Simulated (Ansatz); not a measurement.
`C[SiH]1NP1` + `NB(O)F` → `COB(N)F` + `N1[SiH2]P1`  (substitution at a C–Si bond)

Program: Ansatz. Geometries: PBE0-D4/def2-TZVP. ΔE: electronic, gas phase. CCSD(T)/CBS is the MP2 limit (def2-TZVPP, def2-QZVPP) plus CCSD(T) − MP2 in def2-TZVPP, frozen cores. This one scheme is used for every species. DFT in def2-TZVPP. B3LYP here is the variant with VWN-RPA as its local correlation; programs differ in this. Each species was taken in one conformer, which may not be the lowest.

CCSD(T)/CBS gives +100.2 kJ/mol.

(1) Another level gave +99.7 kJ/mol. Which?
A. PBE0-D4/def2-TZVPP
B. MP2/def2-TZVPP
C. B3LYP/def2-TZVPP
D. CCSD/def2-TZVPP

Largest T1 diagnostic among the species: 0.015.

## Answers

(1) A. PBE0-D4 99.7, B3LYP 89.5, CCSD/def2-TZVPP 95.6, MP2/def2-TZVPP 105.1 kJ/mol.

In def2-TZVPP, CCSD(T) changes the Hartree–Fock value by +14.1 kJ/mol (the triples alone add +1.5 kJ/mol) and MP2 by +22.1 kJ/mol.
